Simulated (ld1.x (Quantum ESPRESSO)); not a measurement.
**Which change was made? (Bi, TM)**

```
Element                 : bismuth
Generator               : ld1.x (Quantum ESPRESSO) 7.5
Type                    : norm-conserving Troullier–Martins (Kleinman–Bylander form)
Functional              : LDA (PZ)
Relativity              : scalar-relativistic
Frozen core             : [Xe] 4f14 5d10
Valence charge          : 5
Reference configuration : 6s2 6p3
Partial waves           : 6s (bound): rc 1.45 bohr; 6p (bound): rc 2.20 bohr; 6d channel at 0.25 Ry: rc 2.00 bohr
Local potential         : all-electron potential smoothed inside 1.25 bohr (lloc = -1)
Core correction         : a·sin(br)/r model core inside 0.90 bohr
```

Cutoffs, loose and tight: the cutoffs (Ry, on a coarse ladder) from which the occupation-weighted sum of valence levels, in a spherical-Bessel basis at the reference potential, stays within 10 and 1 mRy of its value at 400 Ry. They do not see the model core or the augmentation charge, which bear on the density cutoff. Test errors are all-electron minus pseudo excitation energies from the reference, over the configurations 6s2 6p2; 6s2 6p1; 6s2 6p0; 6s2 6p3.3; 6s1 6p4; 6s1 6p3; 6s1 6p0 (two spin-polarised tests are not counted in the largest error); variants that change the core or the reference have their own tests. The largest error is taken over the tests solved by every variant that gives reliable tests at all, those not shown here included: 6s1 6p0; 6s2 6p0; 6s2 6p3.3.

The base gives: outcome: generated; cutoff, loose: 45 Ry; cutoff, tight: 160 Ry; bound ghosts: d, s, p; largest test error (meV): -840.

(1) After one change the result is: outcome: generated; cutoff, loose: 50 Ry; cutoff, tight: 160 Ry; bound ghosts: d, s, p; largest test error (meV): -205. Which change was it?
A. wave 6d channel at 0.25 Ry: rc 2.00 bohr becomes 6d channel at 2.47 Ry: rc 2.00 bohr
B. reference 6s2 6p2.5
C. core [Xe] 4f14, valence charge 15; reference 5d10 6s2 6p3; waves now 6p (bound): rc 2.40 bohr; 5d (bound): rc 1.85 bohr; 5f channel at 0.45 Ry: rc 2.15 bohr; 6s (bound): rc 1.50 bohr; local potential the s channel; core correction a·sin(br)/r model core inside 0.95 bohr

Results:

(1) B. The others give: core [Xe] 4f14, valence charge 15; reference 5d10 6s2 6p3; waves now 6p (bound): rc 2.40 bohr; 5d (bound): rc 1.85 bohr; 5f channel at 0.45 Ry: rc 2.15 bohr; 6s (bound): rc 1.50 bohr; local potential the s channel; core correction a·sin(br)/r model core inside 0.95 bohr → outcome: generated; cutoff, loose: 60 Ry; cutoff, tight: 140 Ry; bound ghosts: none; largest test error (meV): -98 | wave 6d channel at 0.25 Ry: rc 2.00 bohr becomes 6d channel at 2.47 Ry: rc 2.00 bohr → outcome: generated; cutoff, loose: 45 Ry; cutoff, tight: 160 Ry; bound ghosts: s, p; largest test error (meV): -840.
